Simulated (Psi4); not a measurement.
C₄H₄N, charge -1, singlet, geometry from GFN2-xTB (a gas-phase anion, which may not be bound at this level); Psi4 1.11 with CCSD(T)/STO-3G.

Psi4 was given this input:
```
memory 2 GB

molecule {
-1 1
  H    -0.02361208   -0.00903330    2.11033186
  N    -0.01195216    0.01503237    1.09704447
  C     0.01575145    1.13269334    0.24842767
  C    -0.02097855   -1.08973227    0.28483805
  C     0.02524534    0.80457479   -1.08776751
  C     0.00064455   -0.64671222   -1.00864412
  H     0.02635805    2.11162462    0.73353758
  H    -0.04212282   -2.08743635    0.71986259
  H    -0.00093481   -1.32532347   -1.86416783
}

set basis sto-3g

energy('ccsd(t)')
print_variables()
```

It wrote (shortened):

```
   => Loading Basis Set <=

    Name: STO-3G
    Role: ORBITAL
    Keyword: BASIS

         ---------------------------------------------------------
                                   SCF
               by Justin Turney, Rob Parrish, Andy Simmonett
                          and Daniel G. A. Smith
                              RHF Reference
         ---------------------------------------------------------

  ==> Geometry <==

    Molecular point group: c1
    Full point group: C1

    Geometry (in Angstrom), charge = -1, multiplicity = 1:

       Center              X                  Y                   Z               Mass
    ------------   -----------------  -----------------  -----------------  -----------------
         H           -0.024217210275    -0.028719447948     2.135816960720     1.007825032230
         N           -0.012557290275    -0.004653777948     1.122529570720    14.003074004430
         C            0.015146319725     1.113007192052     0.273912770720    12.000000000000
         C           -0.021583680275    -1.109418417948     0.310323150720    12.000000000000
         C            0.024640209725     0.784888642052    -1.062282409280    12.000000000000
         C            0.000039419725    -0.666398367948    -0.983159019280    12.000000000000
         H            0.025752919725     2.091938472052     0.759022680720     1.007825032230
         H           -0.042727950275    -2.107122497948     0.745347690720     1.007825032230
         H           -0.001539940275    -1.345009617948    -1.838682729280     1.007825032230

  Running in c1 symmetry.

  Rotational constants: A =      0.31797  B =      0.31185  C =      0.15744 [cm^-1]
  Rotational constants: A =   9532.57374  B =   9348.87793  C =   4719.91613 [MHz]
  Nuclear repulsion =  151.454016707876036

  Charge       = -1
  Multiplicity = 1
  Electrons    = 36
  Nalpha       = 18
  Nbeta        = 18

  ==> Algorithm <==

  SCF Algorithm Type is PK.
  DIIS enabled.
  MOM disabled.
  Fractional occupation disabled.
  Guess Type is SAD.
  Energy threshold   = 1.00e-08
  Density threshold  = 1.00e-08
  Integral threshold = 1.00e-12

  ==> Primary Basis <==

  Basis Set: STO-3G
    Blend: STO-3G
    Number of shells: 19
    Number of basis functions: 29
    Number of Cartesian functions: 29
    Spherical Harmonics?: true
    Max angular momentum: 1

  ==> Integral Setup <==

  Using in-core PK algorithm.
   Calculation information:
      Number of atoms:                   9
      Number of AO shells:              19
      Number of primitives:             57
      Number of atomic orbitals:        29
      Number of basis functions:        29

      Integral cutoff                 1.00e-12
      Number of threads:                 1

  Performing in-core PK
  Using 189660 doubles for integral storage.
  We computed 17192 shell quartets total.
  Whereas there are 18145 unique shell quartets.

  ==> DiskJK: Disk-Based J/K Matrices <==

    J tasked:                  Yes
    K tasked:                  Yes
    wK tasked:                  No
    Schwarz Cutoff:          1E-12

  Minimum eigenvalue in the overlap matrix is 1.8355746342E-01.
  Reciprocal condition number of the overlap matrix is 7.1490901804E-02.
    Using symmetric orthogonalization.

  ==> Pre-Iterations <==

  SCF Guess: Superposition of Atomic Densities via on-the-fly atomic UHF (no occupation information).

   -------------------------
    Irrep   Nso     Nmo
   -------------------------
     A         29      29
   -------------------------
    Total      29      29
   -------------------------

  ==> Iterations <==

                        Total Energy        Delta E     RMS |[F,P]|

   @RHF iter SAD:  -202.36503314216378   -2.02365e+02   0.00000e+00
   @RHF iter   1:  -205.26679395943361   -2.90176e+00   1.33640e-02 ADIIS/DIIS
   @RHF iter   2:  -205.35971187402237   -9.29179e-02   7.19134e-03 ADIIS/DIIS
   @RHF iter   3:  -205.38579858445368   -2.60867e-02   1.07154e-03 ADIIS/DIIS
   @RHF iter   4:  -205.38687850567453   -1.07992e-03   4.39554e-04 ADIIS/DIIS
   @RHF iter   5:  -205.38704363187514   -1.65126e-04   1.39244e-04 ADIIS/DIIS
   @RHF iter   6:  -205.38707477867356   -3.11468e-05   4.90459e-05 DIIS
   @RHF iter   7:  -205.38707869814920   -3.91948e-06   7.18895e-06 DIIS
   @RHF iter   8:  -205.38707878477851   -8.66293e-08   2.64834e-06 DIIS
   @RHF iter   9:  -205.38707879144471   -6.66620e-09   8.12976e-07 DIIS
   @RHF iter  10:  -205.38707879226652   -8.21814e-10   2.56295e-07 DIIS
   @RHF iter  11:  -205.38707879233439   -6.78710e-11   6.37990e-08 DIIS
   @RHF iter  12:  -205.38707879234005   -5.65592e-12   2.33509e-08 DIIS
   @RHF iter  13:  -205.38707879234116   -1.10845e-12   6.43047e-09 DIIS
  Energy and wave function converged.

  ==> Post-Iterations <==

    Orbital Energies [Eh]
    ---------------------

    Doubly Occupied:

[...]
    Virtual:

[...]
    Final Occupation by Irrep:
              A
    DOCC [    18 ]
    NA   [    18 ]
    NB   [    18 ]

  @RHF Final Energy:  -205.38707879234116

   => Energetics <=

    Nuclear Repulsion Energy =            151.4540167078760362
    One-Electron Energy =                -589.5456238016367934
    Two-Electron Energy =                 232.7045283014196286
    Total Energy =                       -205.3870787923411569

Computation Completed

Properties will be evaluated at   0.000000,   0.000000,   0.000000 [a0]

Properties computed using the SCF density matrix

 Multipole Moments:

 ------------------------------------------------------------------------------------
     Multipole            Electronic (a.u.)      Nuclear  (a.u.)        Total (a.u.)
 ------------------------------------------------------------------------------------

 L = 1.  Multiply by 2.5417464519 to convert [e a0] to [Debye]
 Dipole X            :          0.0040263           -0.0400236           -0.0359974
 Dipole Y            :          0.2727479           -1.3020501           -1.0293022
[...]
	One-electron energy          =   -589.54562377438333
	Two-electron energy          =    232.70452827416611
	Reference energy             =   -205.38707879234116

            **************************
            *                        *
            *        CCENERGY        *
            *                        *
            **************************

    Nuclear Rep. energy (wfn)     =  151.454016707876036
    SCF energy          (wfn)     = -205.387078792341157
    Reference energy    (file100) = -205.387078792341157

    Input parameters:
    -----------------
    Wave function   =     CCSD_T
    Reference wfn   =     RHF
    Brueckner       =     No
    Maxiter         =     50
    R_Convergence   =     1.0e-07
    E_Convergence   =     1.0e-06
    Restart         =     Yes
    DIIS            =     Yes
    AO Basis        =     NONE
    ABCD            =     NEW
    Cache Level     =     2
    Cache Type      =     LOW
    Print Level     =     1
    Num. of threads =     1
    # Amps to Print =     10
    Print MP2 Amps? =     No
    Analyze T2 Amps =     No
    Print Pair Ener =     No
    Local CC        =     No
    SCS-MP2         =     False
    SCSN-MP2        =     False
    SCS-CCSD        =     False

MP2 correlation energy -0.2752909961166814
                Solving CC Amplitude Equations
                ------------------------------
  Iter             Energy              RMS        T1Diag      D1Diag    New D1Diag    D2Diag
  ----     ---------------------    ---------   ----------  ----------  ----------   --------
     0        -0.275290996116681    0.000e+00    0.000000    0.000000    0.000000    0.174158
     1        -0.305446458438234    8.254e-02    0.007145    0.032774    0.032774    0.194532
     2        -0.322079385239218    3.157e-02    0.008676    0.039003    0.039003    0.212465
     3        -0.325709042862635    1.253e-02    0.010073    0.045010    0.045010    0.219668
     4        -0.326161556219021    4.353e-03    0.010427    0.046282    0.046282    0.223021
     5        -0.326161037676045    1.370e-03    0.010500    0.046512    0.046512    0.223711
     6        -0.326129448175667    4.785e-04    0.010512    0.046557    0.046557    0.223774
     7        -0.326126626113746    1.736e-04    0.010515    0.046556    0.046556    0.223790
     8        -0.326131029138605    5.853e-05    0.010516    0.046566    0.046566    0.223797
     9        -0.326130740899291    2.110e-05    0.010517    0.046572    0.046572    0.223796
    10        -0.326130397983361    9.338e-06    0.010517    0.046577    0.046577    0.223795
    11        -0.326130340969286    3.090e-06    0.010517    0.046579    0.046579    0.223795
    12        -0.326130378193836    1.077e-06    0.010517    0.046580    0.046580    0.223795
    13        -0.326130435099299    4.005e-07    0.010517    0.046580    0.046580    0.223795
    14        -0.326130454022996    1.330e-07    0.010517    0.046580    0.046580    0.223795
    15        -0.326130454898517    4.944e-08    0.010517    0.046580    0.046580    0.223795

    Iterations converged.

    Largest TIA Amplitudes:
             16   1        -0.0312988755
             16   0        -0.0303920914
             17   2         0.0286182009
             12   0        -0.0154405473
             15   0        -0.0142357089
             17   6        -0.0137447710
             17  10        -0.0096024375
             17   7        -0.0095422531
             17   9        -0.0069751250
             15   1        -0.0064479580

    Largest TIjAb Amplitudes:
     15  15   0   0        -0.1196138893
     16  16   0   0        -0.0894276190
     16  16   1   1        -0.0894229349
     16  16   0   1        -0.0540653773
     16  16   1   0        -0.0540653773
     17  17   1   1        -0.0452186202
     15  15   0   1         0.0438589996
     15  15   1   0         0.0438589996
     12  12   0   0        -0.0383357421
     15  16   0   0         0.0351841616

    SCF energy       (wfn)                    = -205.387078792341157
    Reference energy (file100)                = -205.387078792341157

    Opposite-spin MP2 correlation energy      =   -0.219782021360604
    Same-spin MP2 correlation energy          =   -0.055508974756077
    Singles MP2 correlation energy            =   -0.000000000000000
    MP2 correlation energy                    =   -0.275290996116681
      * MP2 total energy                      = -205.662369788457852

    Opposite-spin CCSD correlation energy     =   -0.277240520877935
    Same-spin CCSD correlation energy         =   -0.048889934020582
    Singles CCSD correlation energy           =    0.000000000000000
    CCSD correlation energy                   =   -0.326130454898517
      * CCSD total energy                     = -205.713209247239661

            **************************
            *                        *
            *        CCTRIPLES       *
            *                        *
            **************************

    Wave function   =    CCSD_T
    Reference wfn   =      RHF

    Nuclear Rep. energy (wfn)                =  151.454016707876036
    SCF energy          (wfn)                = -205.387078792341157
    Reference energy    (file100)            = -205.387078792341157
    CCSD energy         (file100)            =   -0.326130454898517
    Total CCSD energy   (file100)            = -205.713209247239661

    Number of ijk index combinations:             1140
    Approx. words needed per explicit thread:            5324
    Number of threads for explicit ijk threading:    1

    MKL num_threads set to 1 for explicit threading.

    (T) energy                                =   -0.008338134359592
      * CCSD(T) total energy                  = -205.721547381599265

  Variable Map:
  ----------------------------------------------------------------------------
[...]
  Array Variable Map:
  ----------------------------------------------------------------------------
[...]
[...]
```
